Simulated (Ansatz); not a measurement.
Reaction (substitution at a C–F bond): `FC(F)CBr` + HCl → `FC(Cl)CBr` + H–F

Program: Ansatz. Geometries: PBE0-D4/def2-TZVP. ΔE: electronic, gas phase. CBS: MP2 limit from def2 TZ/QZ plus the TZ coupled-cluster correction, frozen cores. This one scheme is used for every species. Functionals use def2-TZVPP. B3LYP here is the variant with VWN-RPA as its local correlation; programs differ in this. For Br outer-core shells are correlated without core-valence functions, which leaves a few kJ/mol of doubt a bond. Scalar relativity is left out up to krypton. Each species was taken in one conformer, which may not be the lowest.

```csv
level,ΔE (eV)
PBE0-D4,0.09
ωB97M-V,0.12
B3LYP,0.18
MP2/def2-TZVPP,-0.02
```

(1) What does CCSD(T)/CBS give? (Best estimate.)

Largest T1 diagnostic among the species: 0.010.

Results:

(1) The calculation gave: 0.00 eV. The listed levels differ from it by 0.09, 0.12, 0.18, -0.02 eV.

The D4 term adds −0.07 eV with B3LYP and −0.03 eV with PBE0; it sums over pairs of atoms, weighted by their polarisabilities, and B3LYP, whose exchange is more repulsive, gets the larger term. In def2-TZVPP, CCSD(T) changes the Hartree–Fock value by −0.23 eV (the triples alone add −0.04 eV) and MP2 by −0.35 eV.
